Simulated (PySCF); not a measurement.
**Radial density of Te³⁺ (tellurium, charge +3)**

M06-L, [Kr] 4d10 5s2 5p1, 2P determinant. Computed with PySCF 2.14 in def2-SVP with the def2 core potential (28 electrons) (4s4p2d, 26 functions), with scalar relativity through the core potential. This is the valence pseudo-density: the core potential removes the inner electrons and smooths the orbitals near the nucleus.

| r (bohr) | 4πr²ρ (e/bohr) | 4πr²(ρα − ρβ) |
| --- | --- | --- |
| 0.00284 | 1.385e-05 | 0.0000 |
| 0.00478 | 3.885e-05 | 0.0000 |
| 0.00804 | 0.0001073 | 0.0000 |
| 0.0135 | 0.0002843 | 0.0000 |
| 0.0227 | 0.0006710 | 0.0000 |
| 0.0383 | 0.001202 | 0.0000 |
| 0.0644 | 0.001661 | 0.0000 |
| 0.108 | 0.007718 | 0.0001 |
| 0.182 | 0.08823 | 0.0005 |
| 0.306 | 1.357 | 0.0088 |
| 0.515 | 14.76 | 0.1069 |
| 0.866 | 23.38 | 0.0204 |
| 1.46 | 5.827 | 0.3494 |
| 2.45 | 1.385 | 0.5037 |
| 4.12 | 0.04405 | 0.0285 |
| 6.94 | 0.0002314 | 0.0002 |

Energies and moments cover only the electrons outside the core potential.
